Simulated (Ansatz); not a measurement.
Basis-set extrapolation for C2H6F2OSSi (`CO[Si](F)(F)SC`) (PBE0-D4/def2-TZVP geometry, frozen core, Ansatz 0.2.0). Multiplicity 1, RHF reference.

|  | def2-TZVPP | def2-QZVPP |
| --- | --- | --- |
| HF | -1039.836616 | -1039.874808 |
| MP2 correlation | -1.367025 | -1.483417 |
| CCSD(T) correlation | -1.461212 | not run |

Energies in hartree. Use E(X) = E(∞) + A·exp(−7.88·√X) for Hartree–Fock and E(X) = E(∞) + B·X^(−2.97) for correlation, with X = 3 and 4, and add CCSD(T) minus MP2 of the smaller set to the MP2 limit.

Problem. What is the CCSD(T) energy at the basis-set limit?

Solution. HF limit: -1039.874808 + (-0.038192) × 0.13774 = -1039.88007. MP2 limit: -1.483417 + (-0.116392) × 0.74074 = -1.56963. Higher-order term: -1.461212 − (-1.367025) = -0.09419. Total: -1041.54389 hartree, 6.70 eV below CCSD(T)/def2-TZVPP.
